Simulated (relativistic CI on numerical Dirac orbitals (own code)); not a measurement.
## Line list: Forbidden lines, Cd VI

These numbers are calculated, not measured: Dirac-Coulomb-Breit CI, orbitals from a KLI potential per configuration, a model potential for QED, valence Slater integrals scaled by 0.85, P86 correlation energy added to each configuration (own radial code, finite nucleus).

CI space (outside the closed core [Ar] 3d10): 4s²4p⁶4d⁷, 4s²4p⁶4d⁶5s, 4s²4p⁶4d⁶4f, 4s²4p⁶4d⁶5p, 4s²4p⁵4d⁸, 4s²4p⁶4d⁶5d, 4s²4p⁶4d⁶6s, 4s²4p⁶4d⁵5s², 4s²4p⁶4d⁶6p, 4s²4p⁴4d⁹, 4s²4p⁶4d⁵5s5p, 4s²4p⁶4d⁶6d, 4s4p⁶4d⁸, 4s²4p⁶4d⁶5g, 4s²4p⁵4d⁷5s, 4p⁶4d⁹. Levels of other configurations are missing.

```csv
λ vac (Å),Lower,Upper,Type,A (s⁻¹),gf,Branching (%)
2064.2,4s²4p⁶4d⁷ ⁴F3/2 [4],4s²4p⁶4d⁷ ²D3/2 [18],M1,2.90e+00,7.42e-09,6.9
2384.1,4s²4p⁶4d⁷ ⁴P3/2 [5],4s²4p⁶4d⁷ ²D3/2 [18],M1,3.27e+00,1.12e-08,7.8
2472.7,4s²4p⁶4d⁷ ⁴P5/2 [6],4s²4p⁶4d⁷ ²D3/2 [18],M1,5.58e+00,2.04e-08,13.3
2483.7,4s²4p⁶4d⁷ ⁴F9/2 [1],4s²4p⁶4d⁷ ²F7/2 [17],M1,1.87e+00,1.38e-08,15.6
2796.9,4s²4p⁶4d⁷ ⁴F7/2 [2],4s²4p⁶4d⁷ ²F7/2 [17],M1,1.52e+00,1.42e-08,12.7
2916.5,4s²4p⁶4d⁷ ²G7/2 [9],4s²4p⁶4d⁷ ²D3/2 [18],E2,4.41e+00,2.25e-08,10.5
2967.7,4s²4p⁶4d⁷ ⁴P3/2 [10],4s²4p⁶4d⁷ ²D3/2 [18],M1,4.64e+00,2.45e-08,11.0
3150.0,4s²4p⁶4d⁷ ²D5/2 [11],4s²4p⁶4d⁷ ²D3/2 [18],M1,1.25e+01,7.45e-08,29.8
3387.0,4s²4p⁶4d⁷ ⁴F3/2 [4],4s²4p⁶4d⁷ ²F5/2 [16],M1,2.56e+00,2.65e-08,37.4
3901.7,4s²4p⁶4d⁷ ⁴F5/2 [3],4s²4p⁶4d⁷ ²D3/2 [15],M1,1.10e+01,1.00e-07,37.8
4124.7,4s²4p⁶4d⁷ ⁴F3/2 [4],4s²4p⁶4d⁷ ²D3/2 [15],M1,2.54e+00,2.59e-08,8.7
4556.3,4s²4p⁶4d⁷ ²G9/2 [7],4s²4p⁶4d⁷ ²F7/2 [17],M1,3.49e+00,8.69e-08,29.2
4889.3,4s²4p⁶4d⁷ ⁴F7/2 [2],4s²4p⁶4d⁷ ²D5/2 [11],M1,2.03e+01,4.37e-07,79.2
5460.2,4s²4p⁶4d⁷ ⁴F9/2 [1],4s²4p⁶4d⁷ ²G9/2 [7],M1,9.58e+00,4.28e-07,86.3
5583.0,4s²4p⁶4d⁷ ⁴F7/2 [2],4s²4p⁶4d⁷ ²G7/2 [9],M1,3.22e+00,1.21e-07,49.5
5604.6,4s²4p⁶4d⁷ ²G7/2 [9],4s²4p⁶4d⁷ ²F7/2 [17],M1,3.15e+00,1.19e-07,26.4
6197.9,4s²4p⁶4d⁷ ⁴F5/2 [3],4s²4p⁶4d⁷ ⁴P3/2 [10],M1,4.09e+00,9.42e-08,27.0
6433.4,4s²4p⁶4d⁷ ⁴F5/2 [3],4s²4p⁶4d⁷ ²G7/2 [9],M1,1.70e+00,8.43e-08,26.1
6780.2,4s²4p⁶4d⁷ ⁴F3/2 [4],4s²4p⁶4d⁷ ⁴P3/2 [10],M1,2.79e+00,7.70e-08,18.4
7243.0,4s²4p⁶4d⁷ ⁴F7/2 [2],4s²4p⁶4d⁷ ²G9/2 [7],M1,1.51e+00,1.19e-07,13.6
8505.6,4s²4p⁶4d⁷ ⁴F7/2 [2],4s²4p⁶4d⁷ ⁴P5/2 [6],M1,1.11e+00,7.20e-08,65.1
8610.1,4s²4p⁶4d⁷ ²G9/2 [7],4s²4p⁶4d⁷ ²H9/2 [14],M1,5.65e+00,6.27e-07,67.1
9805.3,4s²4p⁶4d⁷ ⁴P3/2 [5],4s²4p⁶4d⁷ ²D5/2 [11],M1,2.20e+00,1.90e-07,8.6
10531.2,4s²4p⁶4d⁷ ⁴P3/2 [10],4s²4p⁶4d⁷ ²D3/2 [15],M1,8.17e+00,5.43e-07,28.1
11499.9,4s²4p⁶4d⁷ ⁴P5/2 [6],4s²4p⁶4d⁷ ²D5/2 [11],M1,1.55e+00,1.85e-07,6.0
12124.2,4s²4p⁶4d⁷ ⁴P3/2 [5],4s²4p⁶4d⁷ ⁴P3/2 [10],M1,3.86e+00,3.40e-07,25.4
12995.3,4s²4p⁶4d⁷ ⁴P1/2 [8],4s²4p⁶4d⁷ ²P1/2 [13],M1,6.53e+00,3.31e-07,82.1
13253.9,4s²4p⁶4d⁷ ²D5/2 [11],4s²4p⁶4d⁷ ²D3/2 [15],M1,5.53e+00,5.83e-07,19.0
14825.6,4s²4p⁶4d⁷ ⁴P5/2 [6],4s²4p⁶4d⁷ ⁴P3/2 [10],M1,4.09e+00,5.39e-07,26.9
22183.2,4s²4p⁶4d⁷ ⁴F9/2 [1],4s²4p⁶4d⁷ ⁴F7/2 [2],M1,3.00e+00,1.77e-06,100.0
```

Terms are leading LS components. Brackets give the number of a level in order of energy, since labels repeat. The list gives strong lines, with weight on those to low levels, among the lowest 200 of 2550 levels, so that lines to higher ones, which can be the strongest, are missing. Levels whose partners in the same complex of configurations lie outside the list can be far off, and so can their lines. Rates are taken at the computed energies, electric ones in the length gauge.

At this charge configurations can still be misplaced by up to about 7 % of their energy.

LS names give the leading component of a level, which can be under half, so a name can repeat, a term be missing and a line seem to break the LS rules.
